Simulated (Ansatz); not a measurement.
Which method gave which barrier?

Saddle point of GeH4BrF, closed shell (GeH₃Br ([GeH3][Br]) + HF → GeH₃F ([F][GeH3]) + HBr; bonds formed: Ge1–F7, Br2–H6; bonds broken: Ge1–Br2, H6–F7), PBE0-D4/def2-TZVP structure:

Ge1  (-0.543, 0.056, -0.482)
Br2  (0.706, 1.116, 1.743)
H3  (-0.610, -1.075, -1.525)
H4  (-1.771, -0.012, 0.420)
H5  (-0.175, 1.369, -1.162)
H6  (1.293, -0.404, 0.895)
F7  (1.100, -1.050, 0.112)
(Å)

Computed with Ansatz 0.2.0 (basis: def2-TZVPP, with def2-QZVPP for the basis limit); correlated methods freeze the cores. Filled d shells of the heavier atoms are correlated. The def2 sets are not built for correlating such inner shells, so the correlated values are less sure here. Extrapolation: Hartree–Fock as exp(−7.88 √X), correlation as X^−2.97. Four methods, as single points on the PBE0-D4 structures, gave these electronic barriers from the start structure: 19.15, 28.07, 31.70, 39.26 kcal/mol.

Task: The methods were, in alphabetical order, CCSD(T), HF, PBE0-D4, SPW92. Which gave which? (Judge from chemistry; the calculation decides.)

Result: By the calculation: SPW92 19.15; PBE0-D4 28.07; CCSD(T) 31.70; HF 39.26 kcal/mol. For comparison, CCSD(T) at an estimated basis limit (MP2 extrapolated from triple and quadruple zeta, plus CCSD(T) − MP2 in triple zeta) gives 31.93 kcal/mol.

The T1 diagnostic stays at or below 0.011. The start structure is not quite a true minimum (one mode of 32i cm⁻¹).

Labels in which every atom is bracketed show which atoms are joined, not bond orders.

For scale, one of the runs: CCSD(T)/def2-TZVPP, 183 basis functions, launched by `ansatz run in.yaml --threads 4 --pin off --events-out ev --progress --plain --max-ram 9574MiB`. The run took 72 s on 4 CPU threads of an Arm Neoverse V2 (shared host), with 2 GiB of host memory at its peak.
